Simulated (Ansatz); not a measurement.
Reactions of CH$_{8}$SiSn, SMILES `[SiH3][CH2][SnH3]`.

Program: Ansatz. Geometries: PBE0-D4/def2-TZVP. ΔE: electronic, gas phase. CBS: MP2 limit from def2 TZ/QZ plus the TZ coupled-cluster correction, frozen cores. This one scheme is used for every species, atoms too. For atomizations the MP2-based limit and the directly extrapolated one differ by several kJ/mol either way, and by 10 to 25 for some Ge, Se and Sn compounds, so smaller differences from it don't rank the levels. Functionals use def2-TZVPP. Open shells (•) are unrestricted, without spin–orbit coupling. Spin–orbit coupling would lower the free atoms: a little for C, Si; strongly for Sn. def2 core potentials past Kr. For In, Sn outer-core shells are correlated without core-valence functions, so the limit isn't a true one: a few kJ/mol of doubt a bond, and 10 to 20 or more in all where bonds break to atoms. Each species was taken in one conformer, which may not be the lowest.

| reaction | PBE-D4 (kJ/mol) | ωB97X-V (kJ/mol) | CCSD(T)/CBS(def2) (kJ/mol) |
| --- | --- | --- | --- |
| `[SiH3][CH2][SnH3]` → `[CH2]` (triplet) + `[SiH3][SnH3]` | 431 | 443 | 439 |
| `[SiH3][CH2][SnH3]` → `C[SiH2][SnH3]` | -49 | -39 | -36 |
| `[SiH3][CH2][SnH3]` + CH₃NH₂ → `CN[SiH3]` + `[CH3][SnH3]` | -36 | -42 | -39 |
| `[SiH3][CH2][SnH3]` → C• + 8 H• + Si• + Sn• | 3199 | 3260 | 3253 |
| `[SiH3][CH2][SnH3]` + `O[SiH2][SiH3]` → `[SiH3][SiH2][O][SnH3]` + `C[SiH3]` | -45 | -53 | -49 |
| `[SiH3][CH2][SnH3]` → `[CH3][SnH3]` + `[SiH2]` | 241 | 248 | 241 |
| `[SiH3][CH2][SnH3]` + `[CH3][InH][CH3]` → `[CH3][In]([CH3])[SiH3]` + `[CH3][SnH3]` | -39 | -27 | -29 |
| `[SiH3][CH2][SnH3]` + H₂O → `O[CH2][SnH3]` + SiH₄ | 109 | 111 | 126 |
| `[SiH3][CH2][SnH3]` + `CCS` → `CC[S][SnH3]` + `C[SiH3]` | -73 | -69 | -68 |
| `[SiH3][CH2][SnH3]` + `FBN[SiH3]` → `FBN([SiH3])[SiH3]` + `[CH3][SnH3]` | -36 | -42 | -42 |

Largest T1 diagnostic: 0.014, for `[SiH2]`.
